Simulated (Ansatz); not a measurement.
Geometry optimisation, RKS LDA/def2-SVP (Ansatz).

Input file:

```yaml
crystal:
  periodic: [false, false, false]
  atoms:
    - { symbol: B, position_ang: [0.0, 0.0, 0.0] }
    - { symbol: Cl, position_ang: [0.0, 0.0, 2.21] }
    - { symbol: H, position_ang: [1.0305, 0.0, -0.595] }
    - { symbol: O, position_ang: [-1.2211, 0.0, -0.705] }
    - { symbol: H, position_ang: [-1.7308, -0.8467, -0.4965] }
    - { symbol: O, position_ang: [-0.2139, 1.6086, 0.5392] }
    - { symbol: H, position_ang: [-1.1525, 1.9139, 0.3252] }
    - { symbol: H, position_ang: [-0.1586, 1.1932, 1.6085] }
basis:
  gaussian: { orbitals: def2-SVP }
hamiltonian:
  xc: lda
relax:
  f_tol: 0.15
  max_steps: 25
  restrain:
    - { distance: [0, 5], at: 2.61, k: 30.0 }
    - { distance: [7, 1], at: 2.57, k: 30.0 }
    - { distance: [0, 1], at: 1.86, k: 30.0 }
    - { distance: [7, 5], at: 1.01, k: 30.0 }
output:
  orbitals: {}
```

Launched with:

```bash
$ ansatz run input.yaml --threads 1 --pin off --max-ram 2048MiB --backend cpu --events-out ev --progress --plain --runs-dir out
```

Where does it end, and by what steps?

The run converged. The restraints hold the end off the free minimum. After 8 steps the energy has fallen by 1.922 eV (the restraints' own energy left out); Cl2 moved furthest, 0.87 Å. Parted: B1–O6 (1.71 → 2.60 Å), Cl2–H8 (1.35 → 2.57 Å).

```csv
step,energy less start (eV),largest force component (eV/Å),accepted
0,0.0000,5.791,yes
1,-0.8111,3.930,yes
2,-0.9052,3.346,yes
3,-1.1166,2.831,yes
4,-1.5833,1.324,yes
5,-1.7832,1.213,yes
6,-1.7820,2.103,no
7,-1.8643,1.088,yes
8,-1.9218,0.892,yes
```

```xyz
8
Properties=species:S:1:pos:R:3
B 0.071 -0.268 0.038
Cl 0.019 -0.767 1.798
H 1.134 -0.068 -0.498
O -1.074 -0.308 -0.661
H -1.830 -0.653 -0.139
O -0.291 2.228 0.661
H -1.086 1.951 0.159
H -0.390 1.755 1.529
```

Time of the run: 15 s on 1 thread of Arm Neoverse V1, on a shared host, peak memory 0.14 GiB.
